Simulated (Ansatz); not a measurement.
The same path of CH$_{2}$BClF$_{2}$ (7 atoms, charge 0, multiplicity 1) was run twice with different band settings. The coordinate that changes most is the dihedral F3–B2–C4–H7.

Theory: RKS PBE-D4/def2-SVP in Ansatz 0.2.0.

Relaxed end points:

```xyz
7
Properties=species:S:1:pos:R:3
F -0.886 -1.695 0.381
B 0.104 -0.893 -0.001
F 1.155 -1.457 -0.587
C 0.021 0.668 0.208
Cl -0.776 1.227 -1.331
H 1.004 1.170 0.278
H -0.623 0.980 1.051
```

```xyz
7
Properties=species:S:1:pos:R:3
F -0.793 -1.684 -0.583
B 0.129 -0.908 -0.036
F 1.224 -1.498 0.443
C 0.005 0.660 0.076
Cl -1.515 1.329 -0.601
H 0.865 1.137 -0.440
H 0.084 0.964 1.142
```

Common settings: movable images 7; climbing image yes; optimiser quadratic models (default); start path IDPP; force threshold 0.05 eV/Å; iteration limit 60; end points relaxed.

| run | spring |
| --- | --- |
| 1 | 5.0 eV/Å² |
| 2 | 20.0 eV/Å² |

Task: What does each run give, and how far can it be trusted?

Result: Run 1: converged after 6 iterations, highest image 0.020 eV above the first end. A vibrational analysis at the climbing image gives one clearly imaginary mode, 48i cm⁻¹: a first-order saddle point.
Run 2: converged after 6 iterations, highest image 0.020 eV above the first end. Another band between the same ends (7 images) ends at a top of the same energy, where a vibrational analysis finds 1 clearly imaginary mode.
